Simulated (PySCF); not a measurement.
**Distorted geometries of [Yb(N2)]3+**

[Yb(N2)]3+ (singlet in the valence; each metal's 4f electrons, 13 of them, lie in its core potential, out of spins and levels). PySCF 2.14.0, RKS BP86, Yb lcecp-1-SVP with ECP59, N def2-SVP; non-relativistic Hamiltonian with scalar-relativistic core potentials where named; density fitting; no spin-orbit coupling. Relaxed geometry:

```xyz
3

Yb    0.0000    0.0000   -0.3686
N     0.0000    0.0000    1.9492
N     0.0000    0.0000    3.0743
```

Q: Order these distorted geometries by energy above the relaxed one, lowest first.
A.
```xyz
3

Yb   -0.0274   -0.0318   -0.3426
N     0.0102   -0.0042    1.9425
N     0.0172    0.0360    3.0550
```
B.
```xyz
3

Yb   -0.0037    0.0576   -0.3894
N    -0.0306    0.0459    1.9239
N     0.0343   -0.1035    3.1204
```
C.
```xyz
3

Yb   -0.0071    0.0090   -0.4039
N     0.0196   -0.0417    1.9411
N    -0.0124    0.0327    3.1177
```

A: A (0.02 eV), C (0.18 eV), B (0.38 eV).

Q: Which forces (eV/Å) act in the one that lies 0.02 eV up?

A: 
```
Yb   0.00 -0.02 -0.31
N   -0.02 -0.01 -1.39
N    0.02  0.03  1.71
```
Forces carry noise of the integration grid, about 0.01 to 0.03 eV/Å.

An lcecp potential fixes the number of 4f electrons, so in runs with it no electron can move into or out of that shell.
